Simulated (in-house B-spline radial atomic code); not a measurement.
Computed with a B-spline radial atomic code. Model: two electrons, singlet ground state, non-relativistic, full CI in B-splines with partial waves to l = 8 (at full coupling up to 3e-4 hartree above the limit, correlation up to 0.6 % small), density held at that of full coupling by Lieb maximisation.

Along the adiabatic connection the electron repulsion is scaled by a coupling λ while a local potential keeps the density fixed. At λ = 0 the system is the Kohn-Sham one and W equals the exchange energy; the exchange-correlation energy is the area under W between 0 and 1. The kinetic energy rises with λ as the electrons avoid each other, with dT/dλ = −λ dW/dλ.

Command:
```bash
python run_ac.py task.json out
```
Settings (lengths in bohr, energies in hartree):
```
potential              dot
strength               2.3
lmax                   8
second                 0.5
```

Cost of the run: 10 s on 1 thread of Intel(R) Xeon(R) Processor @ 2.30GHz (shared host).

**W = mean repulsion less Hartree energy, and W of three functionals.**

Given: confinement charge in harmonic well; well frequency 2.3 hartree; nuclear charge 0.5; external potential omega^2 r^2/2 - Z/r.

Computed: LDA exchange minus exact 181.56 millihartree; SCAN exchange minus exact 5.8231 millihartree.

| coupling | W xc (hartree) | W xc minus exchange (millihartree) | kinetic minus Kohn-Sham (millihartree) | LDA (PW92) W minus its exchange (millihartree) | PBE W minus its exchange (millihartree) | SCAN W minus its exchange (millihartree) |
| --- | --- | --- | --- | --- | --- | --- |
| 0 | -1.2407 | 0 | 0 | 0 | 0 | 0 |
| 0.02 | -1.2427 | -1.931 | 0.02 | -12.48 | -2.94 | -1.9 |
| 0.05 | -1.2455 | -4.801 | 0.12 | -25.72 | -7.28 | -4.68 |
| 0.12 | -1.2521 | -11.372 | 0.68 | -49.64 | -17.03 | -10.99 |
| 0.25 | -1.2639 | -23.127 | 2.85 | -83.43 | -33.87 | -22.15 |
| 0.4 | ? | ? | ? | ? | ? | ? |
| 0.6 | -1.2929 | -52.116 | 15.06 | -147.87 | -72.94 | -49.4 |
| 0.8 | -1.3079 | -67.116 | 25.54 | -176.11 | -92.21 | -63.49 |
| 1 | ? | ? | ? | ? | ? | ? |
| 1.4 | -1.3471 | -106.39 | 68.35 | -241.98 | -140.92 | -100.71 |
| 2 | -1.3794 | -138.7 | 122.97 | -291.2 | -180.03 | -131.97 |
| 3 | -1.422 | -181.27 | 228.4 | -352.75 | -231.39 | -174.44 |
| 4.5 | -1.4683 | -227.51 | 399.69 | -418.16 | -288.28 | -222.62 |
| 7 | -1.5187 | -278 | 684.99 | -490.6 | -353.31 | -277.72 |
| 10 | -1.557 | -316.22 | 1005.6 | -547.67 | -405.65 | -320.52 |

Task: What belongs in the row 0.4?

Result: W xc (hartree): -1.2767; W xc minus exchange (millihartree): -36.005; kinetic minus Kohn-Sham (millihartree): 7.02; LDA (PW92) W minus its exchange (millihartree): -114.24; PBE W minus its exchange (millihartree): -51.59; SCAN W minus its exchange (millihartree): -34.28.

Task: What belongs in the row 1?

Result: W xc (hartree): -1.3218; W xc minus exchange (millihartree): -81.104; kinetic minus Kohn-Sham (millihartree): 38.11; LDA (PW92) W minus its exchange (millihartree): -200.64; PBE W minus its exchange (millihartree): -109.79; SCAN W minus its exchange (millihartree): -76.68.

Task: What is the PBE exchange minus exact?

Result: 52.791 millihartree.

**Energy parts, natural occupations and partial-wave weights.**

Computed: total energy 6.3346 hartree; exchange energy -1.2407 hartree; correlation energy -0.042991 hartree; kinetic part over minus potential part 0.46993; Hartree energy 2.4815 hartree; Kohn-Sham kinetic 3.5978 hartree; Lieb Oxford ratio E_xc over LDA exchange 1.212.

| natural | occupation of the shell (electrons) |
| --- | --- |
| s | 1.989 |
| p | 0.009648 |
| s | ? |
| d | 0.00039 |
| p | 9.8085e-05 |
| f | 4.9864e-05 |

Task: What belongs in the row s?

Result: occupation of the shell (electrons): 0.00077581.

| wave | weight |
| --- | --- |
| s | 0.99488 |
| p | ? |
| d | 0.00020531 |
| f | 2.7716e-05 |
| g | 6.3058e-06 |

Task: What belongs in the row p?

Result: weight: 0.0048762.

Task: What is the initial slope twice GL2?

Result: -0.096935 hartree.

Task: What is the kinetic part of the DFT correlation energy?

Result: 0.038113 hartree.

Half-way to full coupling W has made 54 % of its drop, against 50 % for a straight line, and second-order (GL2) theory, half the initial slope, overshoots the correlation energy by about 13 %: a moderate bend, as in light atoms. Over couplings 0 to 1 the errors in E_xc come to about +101 millihartree for LDA, +36 millihartree for PBE, +8.0 millihartree for SCAN, so SCAN is nearest. In LDA and PBE the errors of exchange and correlation have opposite signs, so the sum is smaller than the larger of the two.
